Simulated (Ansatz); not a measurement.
Reaction (atomization): `FB(F)B(F)F` → 2 B• + 4 F•

Gas-phase electronic energies from Ansatz, PBE0-D4/def2-TZVP geometries. CCSD(T)/CBS adds triple-zeta CCSD(T) − MP2 to the extrapolated MP2 energy (def2 sets, frozen cores). This one scheme is used for every species, atoms too. DFT in def2-TZVPP. B3LYP here is the variant with VWN-RPA as its local correlation; programs differ in this. HSE06 is defined as in plane-wave codes. Open shells (•) are unrestricted, without spin–orbit coupling. Spin–orbit coupling would lower the free atoms: a little for B, F. Each species was taken in one conformer, which may not be the lowest.

| level | ΔE (kJ/mol) | difference from CCSD(T)/CBS |
| --- | --- | --- |
| LDA (SPW92) | 3425.9 | 515.7 |
| PBE-D4 | 3023.2 | 113.0 |
| revPBE-D4 | 2909.4 | -0.8 |
| r2SCAN-D4 | 2952.9 | 42.7 |
| B97M-V | 2934.8 | 24.6 |
| PBE0-D4 | 2925.0 | 14.8 |
| B3LYP-D4 | 2909.8 | -0.4 |
| r2SCAN0-D4 | 2867.2 | -43.0 |
| HSE06-D4 | 2928.0 | 17.8 |
| BHLYP-D4 | 2788.5 | -121.7 |
| CAM-B3LYP-D4 | 2953.3 | 43.1 |
| ωB97X-V | 2918.5 | 8.3 |
| ωB97M-V | 2932.5 | 22.3 |
| B2PLYP | 2911.0 | 0.8 |
| PBE-QIDH | 2915.3 | 5.1 |
| PBE | 3014.3 | 104.1 |
| revPBE | 2879.6 | -30.6 |
| BLYP | 2920.6 | 10.4 |
| r2SCAN | 2950.7 | 40.5 |
| PBE0 | 2917.6 | 7.4 |
| B3LYP | 2895.5 | -14.7 |
| r2SCAN0 | 2864.7 | -45.5 |
| HSE06 | 2921.2 | 11.0 |
| BHLYP | 2778.4 | -131.8 |
| CAM-B3LYP | 2945.9 | 35.7 |
| LC-ωPBE | 2955.2 | 45.0 |
| RPA@PBE/def2-TZVPP | 2622.0 | -288.2 |
| HF/def2-SVP | 2284.0 | -626.2 |
| MP2/def2-SVP | 2967.4 | 57.2 |
| CCSD/def2-SVP | 2778.4 | -131.8 |
| HF/def2-TZVPP | 2250.9 | -659.3 |
| SCS-MP2/def2-TZVPP | 2913.1 | 2.9 |
| CCSD/def2-TZVPP | 2793.7 | -116.5 |
| CCSD(T)/def2-TZVPP | 2844.2 | -66.0 |
| HF/def2-QZVPP | 2256.4 | -653.8 |
| MP2/def2-QZVPP | 3049.2 | 139.0 |
| SCS-MP2/def2-QZVPP | 2955.0 | 44.8 |
| HF/CBS(def2) | 2257.1 | -653.1 |
| MP2/CBS(def2) | 3075.4 | 165.2 |
| CCSD/CBS(def2) | 2859.7 | -50.5 |
| CCSD(T)/CBS | 2910.2 | 0 |

Largest T1 diagnostic among the species: 0.014.

Leaving LDA and LC-ωPBE aside and taking each functional with its dispersion term where it has one, the values spread over 234.7 kJ/mol, from BHLYP-D4 to PBE-D4. LDA lies +411.6 kJ/mol from PBE without D4, its usual overbinding. At CCSD(T), def2-SVP lies −102.2 kJ/mol from the extrapolated value and def2-TZVPP −66.0 kJ/mol: correlation converges slowly with the basis, and small sets miss more of it in the bonded molecule than in its fragments. In def2-TZVPP, CCSD(T) changes the Hartree–Fock value by +593.3 kJ/mol (the triples alone add +50.5 kJ/mol) and MP2 by +758.5 kJ/mol; breaking electron pairs costs correlation energy, which Hartree–Fock lacks.

For atomizations the MP2-based limit and the directly extrapolated one differ by several kJ/mol either way, and by 10 to 25 for some Ge, Se and Sn compounds, so smaller differences from it don't rank the levels.
